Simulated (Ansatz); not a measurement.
A search over several starts for the lowest SCF solution of Cr(NH)2(OH)2 (CrN₂O₂H₄) at the given spin, in a small basis.

```yaml
crystal:
  periodic: [false, false, false]
  atoms:
    - {symbol: Cr, position_ang: [-0.090937, -0.043385, -0.062989]}
    - {symbol: N, position_ang: [-0.155920, 0.343439, 1.486366]}
    - {symbol: N, position_ang: [1.372056, 0.238188, -0.641435]}
    - {symbol: O, position_ang: [-1.220885, 0.953711, -0.988865]}
    - {symbol: O, position_ang: [-0.476899, -1.764860, -0.191942]}
    - {symbol: H, position_ang: [0.310921, 0.732550, 2.309540]}
    - {symbol: H, position_ang: [2.336823, 0.531480, -0.467775]}
    - {symbol: H, position_ang: [-2.009815, 1.177608, -0.471391]}
    - {symbol: H, position_ang: [-0.065334, -2.168721, -0.971500]}
basis:
  gaussian: {orbitals: def2-SVP, initial_orbitals: start.molden}
hamiltonian: {xc: pbe0, dispersion: d4}
output: {orbitals: {seedname: orbitals}}
```

The file start.molden holds the orbitals of an earlier run on this structure, at another level or in another basis.

```sh
$ ansatz run in.yaml --threads 2 --pin off --events-out ev --progress --plain --max-ram 4352MiB
```

Output, abridged:

```
Functional definition: PBE0
1107 factors; integrals over basis functions are off by at most 1.2e-3 eV
mean field evaluation 1: about -35536.7666 eV, gradient 4.2e0 eV
mean field evaluation 2: about -35536.8028 eV, gradient 2.5e-2 eV
mean field evaluation 4: about -35537.0216 eV, gradient 1.3e-3 eV
mean field evaluation 8: about -35519.3586 eV, gradient 1.0e2 eV
mean field evaluation 16: about -35537.0139 eV, gradient 2.2e0 eV
mean field -35537.02164939 eV, -1305.9614577566 hartree, gradient 3.4e-5 eV, S^2 0.000000; 1 other end points of the search recorded, 0 dependent functions left out
reference -35537.02171524 eV, -1305.9614601768 hartree; 29, 29 occupied and 78, 78 virtual orbitals, 1107 factors
Total energy: -35537.20290599 eV, -1305.9681188140 hartree
```

It took 3.6 s on 2 threads of Arm Neoverse V1 on a shared host.

The restricted singlet is unstable towards broken spin symmetry in Hartree–Fock (as tested in another run); at PBE0-D4/def2-SVP this wasn't settled. Another isomer (singlet) lies 1.18 eV lower at PBE0-D4/def2-TZVP; other spin states weren't run for this one.
